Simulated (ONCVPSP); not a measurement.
Before and after: ONCV potential for nitrogen (N)

```json
{
  "Element": "N (Z = 7)",
  "Generator": "ONCVPSP 4.0.1",
  "Type": "optimised norm-conserving Vanderbilt (ONCV)",
  "Functional": "PBEsol",
  "Relativity": "scalar-relativistic",
  "Frozen core": "[He]",
  "Valence charge": "5",
  "Reference configuration": "2s1 2p4",
  "Partial waves": "2s: rc 1.10 bohr, ncon 4, nbas 8, qcut 6.4 1/bohr, local; 2p: rc 1.90 bohr, ncon 4, nbas 7, qcut 8.9 1/bohr, 2 projectors, debl 0.5 Ha",
  "Local potential": "the s channel",
  "Core correction": "Teter function, fcfact 5.25, rcfact 1.3"
}
```

Change: s: qcut 7.9; p: qcut 10.9.

Cutoffs: the cutoffs (Ha) at which the residual kinetic energy of the hardest occupied pseudo-wave falls to 1 and 0.1 mHa per electron; they do not see the model core or the augmentation charge, which bear on the density cutoff. Errors are all-electron minus pseudo energies relative to the spin-unpolarised reference configuration.

**Question.** How do hardness, ghosts and transferability respond?

**Answer.** The potential gets neither clearly harder nor softer (23 Ha and 125 Ha → 25 Ha and 33 Ha); of the 4 tests that both files solve, the error grows in 0 and shrinks in 2 by more than 15 % and 0.3 meV (median size 49.2 → 40.5 meV); neither file shows a bound ghost.

```csv
quantity,base,changed
"cutoff, loose",23 Ha,25 Ha
"cutoff, tight",125 Ha,33 Ha
loose cutoff by channel,"s 23 Ha, p 22 Ha","s 25 Ha, p 23 Ha"
bound ghosts,none,none
GHOST(+) flags under 300 eV,none,none
"error for 2s2 2p3, meV [ΔE -11.43 eV]",+3.7,+4.0
"error for 2s2 2p2, meV [ΔE 2.09 eV]",+94,+77
"error for 2s2 2p1, meV [ΔE 30.82 eV]",+449,+365
"error for 2s0 2p5, meV [ΔE 11.46 eV]",+3.9,+4.0
s: phases at 1.12 bohr within 0.05 rad from the reference energy up to (Ha; the scan ends near 5),4.0,4.9
p: phases at 1.92 bohr within 0.05 rad from the reference energy up to (Ha; the scan ends near 5),to the end of the scan,to the end of the scan
"rms error of d²Exc/dni dnj with the model core, mHa",1.46,1.34
```
